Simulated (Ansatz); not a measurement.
Isomers of F₂H₄OSi₂, relaxed with PBE0-D4/def2-TZVP in Ansatz; electronic energies, one conformer each and not always the lowest. Functionals use def2-TZVPP; CBS adds triple-zeta CCSD(T) − MP2 to the MP2 limit of def2-TZVPP and def2-QZVPP.

(1) Order them by energy at frozen-core CCSD(T)/CBS, lowest first. (An estimate is asked.)
A. `F[SiH](F)O[SiH3]`
B. `O[SiH](F)[SiH2]F`
C. `O[Si](F)(F)[SiH3]`

(2) How do ωB97M-V, HF/CBS(def2), PBE0-D4, B2PLYP place them (kcal/mol, against `F[SiH](F)O[SiH3]`)? (An estimate is asked.)

## Answers

(1) A (0.0 kcal/mol), C (27.5 kcal/mol), B (39.0 kcal/mol).

(2) Computed: 
| isomer | ωB97M-V | HF/CBS(def2) | PBE0-D4 | B2PLYP |
| --- | --- | --- | --- | --- |
| `O[SiH](F)[SiH2]F` | 38.9 | 46.3 | 34.4 | 39.4 |
| `O[Si](F)(F)[SiH3]` | 27.1 | 35.0 | 22.6 | 28.2 |
